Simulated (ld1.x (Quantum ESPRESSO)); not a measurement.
## Configuration tests for O (ultrasoft)

```json
{"Element": "oxygen", "Generator": "ld1.x (Quantum ESPRESSO) 7.5", "Type": "ultrasoft", "Functional": "LDA (PZ)", "Relativity": "scalar-relativistic", "Frozen core": "[He]", "Valence charge": "6", "Reference configuration": "2s2 2p4", "Partial waves": "2s (bound): rcut 0.75, rcutus 1.05 bohr; 2s channel at -0.4 Ry: rcut 0.75, rcutus 1.05 bohr; 2p (bound): rcut 1.00, rcutus 1.15 bohr; 2p channel at 1.7 Ry: rcut 1.00, rcutus 1.15 bohr", "Local potential": "all-electron potential smoothed inside 1.10 bohr (lloc = -1)", "Core correction": "a·sin(br)/r model core inside 0.80 bohr", "Augmentation charge": "built from norm-conserving waves at rcut, not smoothed further"}
```

Energies are relative to the spin-unpolarised reference configuration 2s2 2p4; without spin polarisation the order of configurations can differ from experiment. Spin-polarised rows fill each open shell by Hund’s rule, majority spin first.

| valence configuration | charge | ΔE all-electron (eV) | error AE − PS (meV) |
| --- | --- | --- | --- |
| 2s2 2p3 | +1 | 16.584 | +3.5 |
| 2s2 2p2 | +2 | 50.292 | +40 |
| 2s2 2p1 | +3 | 104.255 | +194 |
| 2s2 2p3.5 | +0.5 | 6.366 | +0.3 |
| 2s0 2p6 | 0 | 29.228 | +54 |
| 2s1 2p5 | 0 | 14.584 | +13 |
| 2s2 2p0 | +4 | 181.211 | +687 |
| 2s2 2p4 (spin-polarised) | 0 | -1.409 | +129 |
| 2s2 2p3 (spin-polarised) | +1 | 12.572 | +422 |
